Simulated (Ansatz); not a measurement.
Molecule: YO, net charge 0, doublet state. SMILES: [O]=[Y]
Geometry from a B3LYP-D3(BJ)/def2-TZVP (Ansatz, an electronic-structure program) optimisation:
```
O
Y 1 1.8018
```
Charge 0, spin multiplicity 2.

Quantity: vertical ionisation energy to the singlet, in eV. Conventions: valence correlation only (noble-gas shells and the d and f shells of earlier blocks); STO-3G and 3-21G all-electron and non-relativistic; spin-orbit terms left out; LANL2DZ with its own core potentials from Na on; UHF or UKS for open shells; six Cartesian d functions in 6-31G* and its kin unless marked 5d; def2 sets with scalar-relativistic core potentials past Kr; each state is the SCF solution reached for its charge and spin. First-principles rows: single points at B3LYP-D3(BJ) geometries (Ansatz).

```json
[
 {"level": "HF/6-31G* with LANL2DZ past Ar", "program": "Ansatz", "vertical ionisation energy to the singlet (eV)": "5.86"},
 {"level": "PBE/6-31G* with LANL2DZ past Ar", "program": "Ansatz", "vertical ionisation energy to the singlet (eV)": "6.16"},
 {"level": "B3LYP/STO-3G", "program": "Ansatz", "vertical ionisation energy to the singlet (eV)": "5.13"},
 {"level": "B3LYP/3-21G", "program": "Ansatz", "vertical ionisation energy to the singlet (eV)": "5.97"},
 {"level": "B3LYP/6-31G* with LANL2DZ past Ar", "program": "Ansatz", "vertical ionisation energy to the singlet (eV)": "6.28"},
 {"level": "MP2/6-31G* with LANL2DZ past Ar", "program": "Ansatz", "vertical ionisation energy to the singlet (eV)": "5.53"},
 {"level": "wB97M-V/def2-TZVPD", "program": "Ansatz", "vertical ionisation energy to the singlet (eV)": "6.10"},
 {"level": "wB97X-V/def2-TZVPD", "program": "Ansatz", "vertical ionisation energy to the singlet (eV)": "6.07"}
]
```

No value to compare with is used here. The 6 habitual levels span 5.13 (B3LYP/STO-3G) to 6.28 eV (B3LYP/6-31G* with LANL2DZ past Ar); wB97X-V/def2-TZVPD gives 6.07.

The levels are drawn from those run, B3LYP/6-31G* more often than the rest, none by its result; runs whose electronic state is in doubt are left out.
